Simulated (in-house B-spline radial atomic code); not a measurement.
Results of a calculation; reference values are marked as such.
Ni ion on Al atom: potential, deflection and energy transfer

The pair potential comes from two frozen, spherical free-atom densities (PBE, B-spline radial code, scalar-relativistic past argon): electrostatics plus the change in Thomas-Fermi kinetic and Dirac exchange energy where they overlap, the recipe behind the universal ZBL potential, which averages such potentials (from solid-state densities) over many pairs. It is written V = (Z1 Z2 e²/r) φ(r/a), with e² = 14.3996 eV·Å and a = 0.46850 Å/(Z1^0.23 + Z2^0.23); ZBL's fit is φ = 0.18175 e^(−3.1998x) + 0.50986 e^(−0.94229x) + 0.28022 e^(−0.4029x) + 0.02817 e^(−0.20162x). Where φ falls below 4e-4 it is continued as an exponential.

Masses 58.69 and 26.98 u.

```csv
x = r/a,"φ, this pair","φ, ZBL"
0.1,0.8956,0.8928
0.5,0.6304,0.6096
1.5,0.3203,0.2995
3,0.1404,0.1292
5,0.05598,0.05224
8,0.0166,0.01705
12,0.004771,0.00474
17,0.001185,0.001212
```

(1) At x = 1 the electrostatic, kinetic and exchange parts are 13998.84, 5706.36 and -253.78 eV. Find r, V and φ.

(2) The ion comes in at 140.5 keV with impact parameter 0.0592 Å. The scattering integral gives a centre-of-mass angle of 64.6° and a closest approach of 0.8096 a. What are the reduced energy, the energy passed on and the laboratory angles?

## Answers

(1) a = 0.46850/(2.1520 + 1.8039) = 0.11843 Å, so r = 0.11843 Å. V = 13998.84 + 5706.36 + (-253.78) = 19451.42 eV. The bare repulsion is 28 × 13 × 14.3996/0.11843 = 44258 eV, so φ = 0.4395, +5.5 % against ZBL's 0.4164. The kinetic (Pauli) term is 29 % of V here.

(2) ε = E a M2/(Z1 Z2 e² (M1 + M2)) = 140500 × 7.1158e-06 = 1. The most that one collision can pass on is γE with γ = 4 M1 M2/(M1 + M2)² = 0.8630. Here T = γE sin²(θ/2) = 0.8630 × 140500 × 0.2855 = 34620 eV. The ion turns by arctan(sin θ/(cos θ + M1/M2)) = 19.1°, and the struck atom leaves at (180° − θ)/2 = 57.7°. The closest approach is 0.096 Å. With ZBL the angle would be 63.04° and T = 33140 eV.
